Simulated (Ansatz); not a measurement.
`[CH3][Al]([SH])[Br]` + `[CH2]1[CH2][AlH]1` → `[SH][AlH][Br]` + `C[CH]1[CH2][AlH]1`  (redistribution)

Calculated with Ansatz (gas phase, PBE0-D4/def2-TZVP geometries, no zero-point term in ΔE). CCSD(T)/CBS is the MP2 limit (def2-TZVPP, def2-QZVPP) plus CCSD(T) − MP2 in def2-TZVPP, frozen cores. DFT in def2-TZVPP. For Br outer-core shells are correlated without core-valence functions, which leaves a few kJ/mol of doubt a bond. Scalar relativity is left out up to krypton. Each species was taken in one conformer, which may not be the lowest.

`[CH3][Al]([SH])[Br]`:

```xyz
8

C     0.503   -1.070    0.020
Al   -0.481    0.528   -0.456
S    -0.651    2.305    0.790
Br   -1.570    0.664   -2.428
H    -0.163   -1.937    0.026
H     1.282   -1.270   -0.722
H     0.976   -0.993    1.002
H     0.103    1.772    1.768
```

`[CH2]1[CH2][AlH]1`:

Z-matrix (Å, degrees):
```
C
Al 1 1.905
C 1 1.585 2 65.4
H 1 1.089 2 122.0 3 -104.9
H 1 1.089 2 122.1 3 104.9
H 2 1.574 1 155.4 3 180.0
H 3 1.089 1 114.7 2 115.6
H 3 1.089 1 114.7 2 -115.6
```

`[SH][AlH][Br]`:

```xyz
5

S    -0.310   -0.011   -1.682
Al   -0.162   -0.436    0.441
Br    0.898    1.043    1.771
H     0.353    1.153   -1.570
H    -0.779   -1.748    1.039
```

`C[CH]1[CH2][AlH]1`:

Cartesian coordinates in Å:
```
C -1.427 0.309 0.085
C -0.157 -0.442 -0.232
C 1.141 0.418 -0.509
Al 1.340 -0.870 0.882
H -2.227 -0.368 0.397
H -1.282 1.029 0.897
H -1.787 0.876 -0.783
H -0.313 -1.165 -1.038
H 1.028 1.461 -0.205
H 1.550 0.366 -1.516
H 2.135 -1.615 2.022
```

Task: Is it downhill or uphill in electronic energy at CCSD(T)/CBS, and by how much? (Estimate.)

Result: The calculation gave: Uphill: ΔE = +12.7 kcal/mol.

Task: What do these levels give: PBE0-D4, ωB97X-V, BLYP, CCSD(T)/def2-SVP, CCSD(T)/def2-TZVPP, HF/def2-QZVPP? (An estimate is asked.)

Result: Ansatz gave: PBE0-D4 12.7, ωB97X-V 12.3, BLYP 13.1, CCSD(T)/def2-SVP 8.4, CCSD(T)/def2-TZVPP 12.4, HF/def2-QZVPP 11.8 kcal/mol.

Largest T1 diagnostic among the species: 0.011.

Leaving LDA and LC-ωPBE aside and taking each functional with its dispersion term where it has one, the values, not all of them listed here, spread over 2.2 kcal/mol, from B97M-V to r2SCAN-D4. LDA lies −1.1 kcal/mol from PBE without D4. At CCSD(T), def2-SVP lies −4.3 kcal/mol from the extrapolated value and def2-TZVPP −0.3 kcal/mol.
